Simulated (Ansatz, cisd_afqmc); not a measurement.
System: Pb, charge 1, doublet.

Total energies in def2-TZVPPD, 3 correlated electrons, 9 frozen orbitals. UHF or UKS for unpaired electrons; spin-orbit terms are left out. Correlated methods leave the cores frozen (noble-gas shells, and filled d and f shells in the p block). Past Kr the def2 sets carry scalar-relativistic core potentials. AFQMC is phaseless with a CISD trial state; ± is one standard error, without the phaseless bias. Outlying blocks are dropped, and bars are widened where a walk drifts. Over all cases where full CI ran beside it in this data, AFQMC minus full CI had a median of +0.1 mEh and passed +0.4 mEh in a tenth of the cases. Spin-orbit terms, left out, reach several kcal/mol for Br and I, and more for heavier atoms.

| method | program | energy (Eh) | minus CCSDT (mEh) |
|---|---|---|---|
| HF | Ansatz | -191.59425 | 36.82 |
| MP2 | Ansatz | -191.62170 | 9.37 |
| CCSD | Ansatz | -191.63053 | 0.54 |
| CCSD(T) | Ansatz | -191.63095 | 0.13 |
| CCSDT | Ansatz | -191.63107 | 0.00 |
| AFQMC/CISD | cisd_afqmc | -191.6310 ± 0.0001 | 0.0 ± 0.1 |

Ansatz is an electronic-structure program.
